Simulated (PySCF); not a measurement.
C4H12Ge (SMILES CC(C)[CH2][GeH3]), singlet, geometry from GFN2-xTB. Base run: CAMB3LYP/STO-3G in PySCF.

Here is a job for PySCF.
```python
from pyscf import gto, scf, dft

mol = gto.M(
    atom='''
Ge    1.19204730    0.56714476   -0.05754356
C    -0.14291499   -0.40813352    1.02478555
C    -1.47181421   -0.75171789    0.35417463
C    -1.27787032   -1.78595875   -0.74868490
C    -2.14060935    0.49817568   -0.20427519
H     2.47695911    0.63797260    0.70755841
H     1.51822983   -0.07475567   -1.36893037
H     0.79742154    1.98087734   -0.34754028
H    -0.33651492    0.20244411    1.91116398
H     0.32633876   -1.32831449    1.38212088
H    -2.13107858   -1.18576940    1.11818937
H    -0.64106043   -1.38068517   -1.53369694
H    -2.23428227   -2.05938865   -1.18936037
H    -0.81099573   -2.68634650   -0.35444740
H    -1.53940228    0.90778741   -1.01628749
H    -2.24171535    1.25754145    0.56886375
H    -3.13015973    0.26581165   -0.59224003
''',
    basis='sto-3g',
    verbose=4,
)

mf = dft.RKS(mol)
mf.xc = 'camb3lyp'
mf.kernel()
```

The base run was repeated with changes; each row names its change, and settings that it needs were set with it.

```csv
change,E (Eh),HOMO (eV),HOMO-LUMO gap (eV),dipole (D),core-seconds (rough),outcome
base,-2210.78995,-7.04,15.83,0.32,20,converged
functional = m06l,-2210.83712,-3.33,9.80,0.29,10,converged
functional = hse06,-2210.47463,-5.22,12.33,0.34,20,converged
functional = b3lyp; dispersion = d3bj,-2210.86951,-5.19,12.29,0.33,10,converged
functional = blyp,___,___,___,0.31,10,converged
functional = bhandhlyp,-2210.82678,-7.82,16.78,0.34,8,converged
"functional = pw91,pw91",-2210.80866,-2.66,8.65,0.32,8,converged
functional = scan,-2210.98673,-3.19,9.72,0.32,10,converged
functional = wb97m_v,-,-,-,-,-,cut at the time limit
functional = mn12l,___,___,___,0.31,20,converged
functional = pbe0,-2210.45956,-5.67,13.18,0.34,10,converged
functional = lc_wpbe,___,___,___,___,20,converged
functional = tpss,-2210.88994,-2.57,8.87,0.29,10,converged
```

### Question
Some entries are withheld; supply them.

### Answer

- functional = blyp, E (Eh): -2210.60780
- functional = blyp, HOMO (eV): -2.51
- functional = blyp, HOMO-LUMO gap (eV): 8.61
- functional = mn12l, E (Eh): -2208.11425
- functional = mn12l, HOMO (eV): -1.43
- functional = mn12l, HOMO-LUMO gap (eV): 8.72
- functional = lc_wpbe, E (Eh): -2210.47325
- functional = lc_wpbe, HOMO (eV): -7.84
- functional = lc_wpbe, HOMO-LUMO gap (eV): 17.93
- functional = lc_wpbe, dipole (D): 0.30

Total energies compare only within one method and basis.
